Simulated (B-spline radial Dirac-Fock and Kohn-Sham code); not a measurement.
Method: Dirac-Fock (average of configuration) total-energy differences with a finite nucleus, the Breit interaction including its frequency dependence, and self-energy and vacuum-polarisation corrections. Computed with a radial finite-basis atomic code. Free neutral atoms.

Q: Order these X-ray lines by photon energy, lowest first.
A. Mo Lη
B. Re Mα2
C. Zr Lα1
D. Kr Lβ4
E. Mo Lα2
F. Re Mζ2

A: F (1425.4 eV), D (1705.7 eV), B (1842.5 eV), C (2044.0 eV), A (2118.6 eV), E (2291.3 eV).
